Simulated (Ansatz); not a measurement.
`C[B]([GeH3])[SeH]` at its PBE0-D4/def2-TZVP geometry, where that method's forces vanish. Total charge 0; spin multiplicity 1.

```xyz
11

C    -0.9886   -1.0032    0.5157
B    -0.3068    0.2940   -0.0184
Ge    1.7107    0.3407   -0.4794
Se   -1.2334    1.9427   -0.3011
H    -0.4824   -1.3403    1.4281
H    -0.8514   -1.8175   -0.2059
H    -2.0556   -0.9095    0.7288
H     2.1890    1.7136   -0.9859
H     2.0396   -0.7023   -1.5664
H     2.5546   -0.0235    0.7586
H    -2.5757    1.5052    0.1259
```

Problem. What forces (eV/Å) does B3LYP-D4/def2-TZVPP give on these atoms in Ansatz 0.2.0? (Estimate.)

Solution. Computed: 
```
C1  -0.002 -0.074  0.022
B2   0.030 -0.088  0.018
Ge3  0.069 -0.015 -0.010
Se4 -0.063  0.170 -0.036
H5  -0.038  0.004 -0.033
H6  -0.021  0.025  0.037
H7   0.051 -0.016 -0.007
H8   0.007  0.002 -0.003
H9   0.010 -0.005 -0.009
H10  0.014 -0.001  0.005
H11 -0.059 -0.003  0.014
```

B3LYP here is the variant with VWN-RPA as its local correlation; programs differ in this.
